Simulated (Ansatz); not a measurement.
Species: C2HO, charge 0, multiplicity 2. SMILES: C(#C)[O]
Geometry: optimised at B3LYP-D3(BJ)/def2-TZVP (Ansatz, an electronic-structure program).

Wanted: atomisation energy, in kcal/mol. Set-up: 6-311+G** with 5d; atomisation electronic, to ground-state atoms; spin-orbit terms left out; UHF or UKS for open shells; dispersion terms only where a functional's name holds one; non-relativistic. First-principles rows: single points at B3LYP-D3(BJ) geometries (Ansatz).

```csv
species,coefficient,"E at B3LYP/6-311+G** (Ansatz), Eh","E at wB97X-V/def2-TZVPD (Ansatz), Eh"
C#C[O],-1,-151.97413,-151.93301
C atom,+2,-37.85727,-37.84665
H atom,+1,-0.50216,-0.50049
O atom,+1,-75.08988,-75.06921
```

 1 Eh = 627.5095 kcal/mol.

Q: Work the quantity out at each level.

A: 
- B3LYP/6-311+G**: the sum of coefficient times E is 0.66755 Eh, or 418.89 kcal/mol. Result: 418.9 kcal/mol.
- wB97X-V/def2-TZVPD: the sum of coefficient times E is 0.67001 Eh, or 420.44 kcal/mol. Result: 420.4 kcal/mol.
